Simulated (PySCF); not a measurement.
Cd(H)(OH) (CdH₂O), SMILES [OH][CdH].

Geometry: PBE0-D3(BJ)/def2-TZVP. The def2 effective core potentials stand for the cores of Cd; spin–orbit coupling is left out.

Method: PBE/def2-TZVPD (PySCF).

Isolated molecule, no solvent.

```json
{
 "total_energy": "-244.14152 hartree",
 "point_group": "Cs",
 "highest_occupied_level": "-6.33 eV",
 "lowest_empty_level": "-1.50 eV",
 "orbital_gap": "4.82 eV",
 "dipole_moment": "1.62 D",
 "quadrupole, principal values (traceless, Buckingham form, about the centre of nuclear charge)": "-8.19, 1.78, 6.41 D·Å",
 "mean_static_polarisability": "39.3 bohr³ (5.82 Å³)",
 "polarisability_principal_values": "32.5, 32.8, 52.4 bohr³"
}
```
